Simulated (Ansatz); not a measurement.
Nb3Si3. Charge 0, multiplicity 2. Geometry PBE-D4/def2-SVP.

```xyz
6

Nb   -0.281   -1.303   -1.177
Nb   -1.725   -0.576    0.558
Nb    0.186    1.090   -1.015
Si    0.656   -0.401    1.176
Si   -0.975    1.670    1.103
Si    2.138   -0.480   -0.644
```

In the def2 sets Nb takes a core potential; there is no spin–orbit coupling. B3LYP takes the VWN-RPA correlation. At ωB97X-V/def2-TZVP the charge 0 doublet is spin-contaminated (final ⟨S²⟩ up to 0.83, 0.75 for a pure state). No other spin state of charge 0 was run. Another isomer (doublet) lies 0.04 eV lower at PBE-D4/def2-TZVP; other spin states weren't run for this one.

**Question.** Estimate the α-spin orbital energies around the gap (eV) in Ansatz with PBE-D4/def2-TZVP, r2SCAN-D4/def2-TZVP, B3LYP-D4/def2-TZVP, PBE0-D4/def2-TZVP, ωB97X-V/def2-TZVP.

**Answer.** 
```
orbital  PBE-D4/def2-TZVP  r2SCAN-D4/def2-TZVP  B3LYP-D4/def2-TZVP  PBE0-D4/def2-TZVP  ωB97X-V/def2-TZVP
 HOMO−9             -6.16                -6.33               -6.71              -6.97              -8.91
 HOMO−8             -5.80                -5.91               -6.34              -6.57              -8.47
 HOMO−7             -5.74                -5.86               -6.24              -6.46              -8.24
 HOMO−6             -5.33                -5.48               -5.87              -6.11              -7.98
 HOMO−5             -5.15                -5.27               -5.76              -5.97              -7.88
 HOMO−4             -4.95                -5.06               -5.55              -5.73              -7.63
 HOMO−3             -4.77                -4.88               -5.30              -5.50              -7.31
 HOMO−2             -4.68                -4.83               -5.23              -5.45              -7.18
 HOMO−1             -4.41                -4.51               -4.99              -5.16              -7.00
   HOMO             -4.38                -4.50               -4.94              -5.14              -6.86
   LUMO             -3.02                -2.93               -2.52              -2.40              -0.85
 LUMO+1             -2.90                -2.71               -2.24              -2.05              -0.32
 LUMO+2             -2.57                -2.40               -2.04              -1.85              -0.21
 LUMO+3             -2.52                -2.38               -1.99              -1.82              -0.02
 LUMO+4             -2.33                -2.18               -1.76              -1.62               0.02
 LUMO+5             -2.21                -2.04               -1.74              -1.55               0.08
 β HOMO             -4.31                -4.44               -4.91              -5.08              -6.92
 β LUMO             -3.86                -3.61               -3.20              -2.97              -1.13
```
